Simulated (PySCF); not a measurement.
## Electron correlation in P (phosphorus, neutral)

[Ne] 3s2 3p2 4s1, 4s spin antiparallel (an excited configuration). All numbers are calculated (PySCF 2.14, no relativity, point nucleus, in aug-cc-pV(T+d)Z (6s5p4d2f, 55 functions)). Frozen: [Ne]; 5 electrons correlated.

MP2 pair energies summed by pair of shells (mhartree):

```
 pair  energy  share (%)
3s-3p  -38.41       52.1
3s-3s  -17.00       23.1
3p-4s   -7.11        9.6
3p-3p   -6.52        8.8
3s-4s   -4.68        6.4
```

Total MP2 correlation energy: -73.72 mhartree.

Same-spin part -13.26 and opposite-spin part -60.46 mhartree; SCS-MP2 scales them by 1/3 and 6/5 to -76.97 mhartree.
